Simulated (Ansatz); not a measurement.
Ansatz (a quantum-chemistry and plane-wave program) input:

Ansatz 0.2 input:
```yaml
crystal:
  periodic: [false, false, false]
  atoms:
    - {symbol: C, position_ang: [-1.86022533, 0.13235046, -0.03896385]}
    - {symbol: C, position_ang: [-1.18939711, -1.23621675, 0.08106605]}
    - {symbol: C, position_ang: [0.20747853, -1.11715735, 0.69852570]}
    - {symbol: C, position_ang: [1.03061504, -0.07649461, 0.01370482]}
    - {symbol: C, position_ang: [0.39570747, 1.24846777, -0.25252696]}
    - {symbol: C, position_ang: [-1.00362491, 1.09853250, -0.85757358]}
    - {symbol: N, position_ang: [2.39361630, -0.05723220, 0.33137802]}
    - {symbol: H, position_ang: [-2.01582851, 0.54776923, 0.96354220]}
    - {symbol: H, position_ang: [-2.84919193, 0.02874722, -0.49239676]}
    - {symbol: H, position_ang: [-1.80462092, -1.90982034, 0.68251932]}
    - {symbol: H, position_ang: [-1.10562049, -1.68228394, -0.91482477]}
    - {symbol: H, position_ang: [0.71788278, -2.08617342, 0.66970373]}
    - {symbol: H, position_ang: [0.10038923, -0.86583896, 1.77021986]}
    - {symbol: H, position_ang: [0.31424116, 1.82181091, 0.68970354]}
    - {symbol: H, position_ang: [1.03102980, 1.84939795, -0.91251469]}
    - {symbol: H, position_ang: [-0.91453132, 0.71928795, -1.88032912]}
    - {symbol: H, position_ang: [-1.48745301, 2.07628480, -0.92001520]}
    - {symbol: H, position_ang: [2.94888315, 0.57330655, -0.23030121]}
    - {symbol: H, position_ang: [2.82618385, -0.96875465, 0.38965392]}
basis:
  gaussian:
    orbitals: aug-cc-pVDZ
magnetization: {spin_polarized: true, initial_magnetization: 1}
correlation: {method: ccsd_t, electrons: outside_noble_gas}
output: {forces: true}
```

**Question.** Predict the final energy.

**Answer.** -289.80725 Eh (CCSD(T)/aug-cc-pVDZ). The basis has 269 functions.

It need not be the lowest isomer of its formula.
